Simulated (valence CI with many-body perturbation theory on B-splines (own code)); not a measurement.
## Bi10+: one-electron terms

Level of theory: valence CI with perturbative core correlation (CI+MBPT): five valence electrons over a frozen Dirac-Fock core [Xe] 4f14, a basis of 7 s, 7 p, 8 d, 6 f, 4 g, 1 h functions for each j, with the one-electron correlation potential Σ1 (screened to all orders), the two-electron term Σ2, the three-electron term Σ3, Breit, model QED; selected single and double excitations, second order for the rest, scaled by the run's own slope (own B-spline code, finite nucleus).

No measured levels were compared; by estimate terms of the open shell hold to 2 to 4 % of their energy, and close levels can change places. Among the levels kept, up to 880 cm⁻¹ of a level comes from second order outside the variational space, and about a tenth of that is noise between levels of different J, which matters for small intervals. Only levels of the ground parity were solved; by the run's estimate the other parity begins above the list, which can be wrong where configurations are misplaced.

These are the spectroscopic orbitals of the CI (the correlating ones are not listed), shaped by the core and the other valence electrons. h is the expectation value of the core's Dirac-Fock operator, without the valence repulsion; Σ1 is computed up to l = 3 at one energy for each symmetry, that of its lowest orbital but kept below the first core excitation, so for empty shells it is not the orbital's own correlation shift; Breit and QED include the response of the core.

| Orbital | h (hartree) | Σ1 (cm⁻¹) | Breit (cm⁻¹) | QED (cm⁻¹) | ⟨r⟩ (bohr) |
| --- | --- | --- | --- | --- | --- |
| 6s1/2 | -7.6928 | -11206 | 671 | 668 | 1.648 |
| 7s1/2 | -4.7059 | -3711 | 313 | 304 | 2.742 |
| 8s1/2 | -3.1917 | -1789 | 169 | 166 | 4.103 |
| 6p1/2 | -6.9836 | -9015 | 983 | 17.3 | 1.773 |
| 7p1/2 | -4.3528 | -3318 | 478 | 8.8 | 2.922 |
| 8p1/2 | -2.9895 | -1674 | 265 | 5.0 | 4.342 |
| 6p3/2 | -6.618 | -7038 | 463 | 60.1 | 1.884 |
| 7p3/2 | -4.1749 | -2757 | 235 | 30.6 | 3.055 |
| 8p3/2 | -2.8882 | -1427 | 152 | 17.6 | 4.501 |
| 5d3/2 | -9.9999 | -15667 | 846 | -237 | 1.064 |
| 6d3/2 | -5.5114 | -4441 | 299 | -52.3 | 2.162 |
| 7d3/2 | -3.6028 | -2046 | 154 | -25.3 | 3.464 |
| 5d5/2 | -9.8283 | -14621 | 300 | -151 | 1.088 |
| 6d5/2 | -5.4439 | -4345 | 143 | -28.7 | 2.192 |
| 7d5/2 | -3.5678 | -2024 | 78.5 | -13.5 | 3.502 |
| 5f5/2 | -6.6788 | -16490 | -124 | -92.2 | 1.496 |
| 6f5/2 | -4.1638 | -5116 | -36.0 | -38.4 | 2.776 |
| 5f7/2 | -6.6528 | -15101 | -245 | -77.2 | 1.505 |
| 6f7/2 | -4.1494 | -4753 | -92.7 | -31.5 | 2.788 |
| 5g7/2 | -4.3583 |  | -32.7 | -7.8 | 2.331 |
| 5g9/2 | -4.3604 |  | -36.4 | -7.2 | 2.329 |

Among the shells of the start configuration 5d5, Σ1 is largest in size for 5d3/2, where it is 0.71 % of h.

Lowest root of each symmetry, sizes in configuration state functions:

```json
{"J": "1/2", "Parity": "even", "Roots": "8", "Reference": "13", "Variational": "33588", "Second order": "1637857", "Change by selected CI (cm⁻¹)": "-15657", "Change by second order (cm⁻¹)": "-69"}
{"J": "3/2", "Parity": "even", "Roots": "11", "Reference": "19", "Variational": "29746", "Second order": "3198219", "Change by selected CI (cm⁻¹)": "-15096", "Change by second order (cm⁻¹)": "-200"}
{"J": "5/2", "Parity": "even", "Roots": "14", "Reference": "24", "Variational": "29208", "Second order": "4044338", "Change by selected CI (cm⁻¹)": "-12162", "Change by second order (cm⁻¹)": "-221"}
{"J": "7/2", "Parity": "even", "Roots": "12", "Reference": "20", "Variational": "28254", "Second order": "4632232", "Change by selected CI (cm⁻¹)": "-14157", "Change by second order (cm⁻¹)": "-413"}
{"J": "9/2", "Parity": "even", "Roots": "8", "Reference": "14", "Variational": "27790", "Second order": "3766726", "Change by selected CI (cm⁻¹)": "-14076", "Change by second order (cm⁻¹)": "-389"}
{"J": "11/2", "Parity": "even", "Roots": "5", "Reference": "7", "Variational": "28717", "Second order": "4069744", "Change by selected CI (cm⁻¹)": "-13822", "Change by second order (cm⁻¹)": "-223"}
{"J": "13/2", "Parity": "even", "Roots": "2", "Reference": "3", "Variational": "28125", "Second order": "2353650", "Change by selected CI (cm⁻¹)": "-13764", "Change by second order (cm⁻¹)": "-127"}
```
